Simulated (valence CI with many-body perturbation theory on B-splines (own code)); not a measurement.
**Energy levels of Dy²⁶⁺**

Computed by configuration interaction combined with many-body perturbation theory (CI+MBPT): four valence electrons over a frozen Dirac-Fock core [Kr], a basis of 9 s, 9 p, 10 d, 8 f, 5 g, 3 h, 1 i functions for each j, with the one-electron correlation potential Σ1 (screened to all orders), the two-electron term Σ2, the three-electron term Σ3, Breit, model QED; selected single and double excitations, second order for the rest (own B-spline code, finite nucleus).

The last digits are not significant, and no measured levels were compared; by estimate large intervals hold to a few tenths of a per cent, small ones and those within an open d or f shell to about a per cent. Only levels of the ground parity were solved; by the run's estimate the other parity begins above the list, which can be wrong where configurations are misplaced.

Levels 1 to 34 of 34, with energies above the lowest level, (4d3/2^4) J=0. "Leading %" is the weight of the configuration and term that name the level; weights of strongly mixed levels are sums over their largest components and can fall short. In the jj column 3d3/2^4 stands for four electrons in 3d with j = 3/2. Lifetimes count E1, E2, E3, M1 and M2 decay at the calculated energies, and are blank where another channel may lead or the interval is too uncertain; long ones can be off by a factor of two.

```csv
No.,Configuration,Term,J,E (eV),Leading %,Lifetime,Second component,Leading jj
1,4d4,3P,0,0.000,53,,37 % 4d4 5D,4d3/2^4 (94 %)
2,4d4,5D,1,6.442,69,240 μs,31 % 4d4 3P,4d3/2^3 4d5/2 (95 %)
3,4d4,5D,2,9.750,66,1.67 ms,10 % 4d4 3D,4d3/2^3 4d5/2 (69 %)
4,4d4,3F,4,10.467,30,,21 % 4d4 3H,4d3/2^3 4d5/2 (93 %)
5,4d4,5D,3,11.139,44,27.6 ms,24 % 4d4 3F,4d3/2^3 4d5/2 (74 %)
6,4d4,5D,0,16.054,58,55.0 μs,22 % 4d4 3P,4d3/2^2 4d5/2^2 (92 %)
7,4d4,5D,4,16.814,42,221 μs,40 % 4d4 3H,4d3/2^2 4d5/2^2 (90 %)
8,4d4,3F,2,17.325,34,99.3 μs,25 % 4d4 5D,4d3/2^2 4d5/2^2 (75 %)
9,4d4,3G,3,17.531,48,185 μs,36 % 4d4 5D,4d3/2^2 4d5/2^2 (75 %)
10,4d4,3H,5,18.954,70,358 μs,30 % 4d4 3G,4d3/2^2 4d5/2^2 (99 %)
11,4d4,3P,1,19.677,53,119 μs,30 % 4d4 3D,4d3/2^2 4d5/2^2 (88 %)
12,4d4,3H,6,20.019,55,172 ms,44 % 4d4 1I,4d3/2^2 4d5/2^2 (97 %)
13,4d4,3G,4,21.277,61,744 μs,34 % 4d4 1G,4d3/2^2 4d5/2^2 (95 %)
14,4d4,3F,3,21.495,42,214 μs,34 % 4d4 3D,4d3/2^2 4d5/2^2 (89 %)
15,4d4,3D,2,21.624,38,560 μs,30 % 4d4 3P,4d3/2^2 4d5/2^2 (92 %)
16,4d4,3F,4,25.206,46,107 μs,28 % 4d4 5D,4d3/2 4d5/2^3 (52 %)
17,4d4,3F,2,25.353,40,77.5 μs,30 % 4d4 3P,4d3/2^2 4d5/2^2 (83 %)
18,4d4,3F,3,27.180,48,,18 % 4d4 3G,4d3/2 4d5/2^3 (91 %)
19,4d4,3F,4,28.310,42,107 μs,37 % 4d4 1G,4d3/2^2 4d5/2^2 (60 %)
20,4d4,3D,1,28.704,65,43.6 μs,22 % 4d4 3P,4d3/2 4d5/2^3 (91 %)
21,4d4,3G,5,28.727,70,129 μs,30 % 4d4 3H,4d3/2 4d5/2^3 (99 %)
22,4d4,1I,6,29.236,55,139 μs,44 % 4d4 3H,4d3/2 4d5/2^3 (97 %)
23,4d4,3P,2,29.423,56,410 μs,20 % 4d4 1D,4d3/2^2 4d5/2^2 (72 %)
24,4d4,3P,0,31.028,50,,49 % 4d4 1S,4d3/2 4d5/2^3 (75 %)
25,4d4,3F,2,31.662,58,63.4 μs,34 % 4d4 3P,4d3/2 4d5/2^3 (72 %)
26,4d4,1F,3,32.029,41,,33 % 4d4 3D,4d3/2 4d5/2^3 (94 %)
27,4d4,3F,3,36.099,68,,28 % 4d4 1F,4d3/2 4d5/2^3 (99 %)
28,4d4,3P,1,36.191,93,65.3 μs,5 % 4d4 3D,4d3/2 4d5/2^3 (96 %)
29,4d4,1S,0,36.395,53,,43 % 4d4 3P,4d3/2^2 4d5/2^2 (60 %)
30,4d4,1G,4,36.781,77,,16 % 4d4 3F,4d3/2 4d5/2^3 (83 %)
31,4d4,1D,2,37.446,60,77.9 μs,25 % 4d4 3P,4d3/2 4d5/2^3 (56 %)
32,4d4,3F,4,39.239,53,39.9 μs,21 % 4d4 1G,4d5/2^4 (84 %)
33,4d4,1D,2,43.516,59,38.9 μs,18 % 4d4 3D,4d5/2^4 (62 %)
34,4d4,1S,0,51.643,68,23.9 μs,31 % 4d4 3P,4d5/2^4 (72 %)
```

The ionisation energy to 4d3 4F_3/2 of the next ion comes out as 925.88 eV (NIST: 924 ± 4 eV (theoretical)). All 34 levels together are meant to be complete up to 53.711 eV.
